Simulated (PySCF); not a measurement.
Vertical excitations of a molecule C2H7Cl2NSi from TDDFT-PBE/def2-SVPD in PySCF, as energy in eV (oscillator strength): 4.95 (0.001), 5.28 (0.015), 5.68 (0.010), 6.34 (0.014), 6.45 (0.020), 6.57 (0.017), 6.66 (0.004), 6.75 (0.009), 6.83 (0.004), 6.89 (0.012). Lowest triplet (TDA): 4.87 eV. Geometry optimised at PBE-D3(BJ)/def2-SVP. The values are those of a single conformer.

Q: Which molecule gave these data?
A) CN[Si](C)(Cl)Cl
B) CCN[SiH](Cl)Cl
C) CNC[SiH](Cl)Cl
D) C[C@H](N)[SiH](Cl)Cl

A: D, C[C@H](N)[SiH](Cl)Cl
